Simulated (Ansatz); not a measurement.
Re₂O₂⁺. Charge 1, multiplicity 4. Geometry PBE0-D4/def2-TZVP; atoms count from 1.

| atom | x (Å) | y (Å) | z (Å) |
| --- | --- | --- | --- |
| Re1 | -0.750 | -0.136 | 0.955 |
| Re2 | 0.549 | 0.711 | -0.827 |
| O3 | 2.151 | 0.513 | -0.444 |
| O4 | -1.950 | -1.088 | 0.317 |

In the def2 sets Re takes a core potential; there is no spin–orbit coupling. At PBE0-D4/def2-TZVP a doublet of charge 1 lies 0.26 eV below the quartet, each at its own geometry. The structure comes from a short search, and lower isomers may exist.

Q: Estimate the Mulliken populations from the PBE0/def2-TZVP orbitals of Ansatz.

A: 
```json
{"atom": "Re1", "charge (e)": "0.80", "spin (α − β)": "1.60", "d electrons": "5.10"}
{"atom": "Re2", "charge (e)": "0.80", "spin (α − β)": "1.60", "d electrons": "5.10"}
{"atom": "O3", "charge (e)": "-0.30", "spin (α − β)": "-0.10", "d electrons": "–"}
{"atom": "O4", "charge (e)": "-0.30", "spin (α − β)": "-0.10", "d electrons": "–"}
```
Mulliken values and Mayer orders depend strongly on the basis.

Q: Where does the spin sit?

A: Summed by element: Re 3.20, O -0.20, of 3 unpaired in all. Largest on single atoms: Re2 1.60, Re1 1.60, O4 -0.10.

Q: And the Mayer bond orders between bonded heavy atoms (over 0.3)?

A: Re1–Re2 2.11 (2.36 Å); Re1–O4 2.24 (1.66 Å); Re2–O3 2.24 (1.66 Å).
